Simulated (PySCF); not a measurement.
Pb (lead, neutral) across methods

[Xe] 4f14 5d10 6s2 6p1 7s1, high-spin 3P determinant (an excited configuration). All numbers are calculated (PySCF 2.14, the spin-free X2C one-electron Hamiltonian (Gaussian nucleus), in x2c-TZVPPall with one added diffuse shell each of s, p, d, f type (12s8p7d4f, 99 functions)). The B2PLYP total includes its PT2 part (frozen core); its orbital energies are those of the SCF part.

```tsv
method	E (hartree)	mean ε 6s β (eV)	mean ε 6p α (eV)	mean ε 7s α (eV)	Σ⟨r²⟩ (bohr²)	⟨S²⟩
r2SCAN	-20885.78	-14.355	-6.090	-1.602	96.74	2.003
r2SCAN0	-20885.52	-15.259	-6.946	-1.924	96.65	2.003
PBE0	-20885.53	-15.036	-6.694	-1.974	96.82	2.002
B2PLYP	-20884.26	-15.779	-7.407	-2.078	97.09	2.003
LDA	-20873.25	-14.511	-5.873	-1.636	95.96	2.000
PBE	-20885.81	-14.120	-5.761	-1.636	96.77	2.001
UHF	-20879.72835	-16.713	-8.881	-2.638	98.05	2.006
TPSSh	-20884.96	-14.432	-6.154	-1.735	97.17	2.001
```

Spin-orbit coupling, absent here, splits the open shell strongly. The outer electron is Rydberg-like, and this basis confines it to a smaller radius and binds it less than a complete one would.
